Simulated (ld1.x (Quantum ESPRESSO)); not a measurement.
# Transferability test, TM potential for Sm

| Quantity | Value |
| --- | --- |
| Element | samarium |
| Generator | ld1.x (Quantum ESPRESSO) 7.5 |
| Type | norm-conserving Troullier–Martins (Kleinman–Bylander form) |
| Functional | PBEsol |
| Relativity | scalar-relativistic |
| Frozen core | [Xe] 4f5 |
| Valence charge | 3 |
| Reference configuration | 5d1 6s2 6p0 |
| Partial waves | 6s (bound): rc 3.00 bohr; 6p (bound, empty): rc 3.95 bohr; 5d (bound): rc 2.10 bohr |
| Local potential | all-electron potential smoothed inside 3.85 bohr (lloc = -2) |
| Core correction | Bessel-smoothed model core, default radius (core density twice the valence density) |

Energies are relative to the spin-unpolarised reference configuration 5d1 6s2 6p0; without spin polarisation the order of configurations can differ from experiment.

```json
{"valence configuration": "5d1 6s1 6p0", "charge": "+1", "ΔE all-electron (eV)": "6.484", "error AE − PS (meV)": "-7.9"}
{"valence configuration": "5d1 6s0 6p0", "charge": "+2", "ΔE all-electron (eV)": "18.202", "error AE − PS (meV)": "-74"}
{"valence configuration": "5d2 6s1 6p0", "charge": "0", "ΔE all-electron (eV)": "1.455", "error AE − PS (meV)": "-56"}
{"valence configuration": "5d1 6s1 6p1", "charge": "0", "ΔE all-electron (eV)": "2.757", "error AE − PS (meV)": "-7.2"}
{"valence configuration": "5d1 6s0 6p2", "charge": "0", "ΔE all-electron (eV)": "5.627", "error AE − PS (meV)": "-31"}
```

Problem. What are ΔE and the potential's error for 5d1 6s1.5 6p0?

Solution. ΔE = 2.613 eV all-electron; the error (AE − PS) is -1.6 meV.

Problem. What are ΔE and the potential's error for 5d2 6s0 6p0?

Solution. ΔE = 7.217 eV all-electron; the error (AE − PS) is -90 meV.

Levels in the configuration 5d1 6s1 6p0:

```csv
level,all-electron (eV),pseudo (eV)
5d,-8.537,-8.552
6s,-9.041,-9.060
```
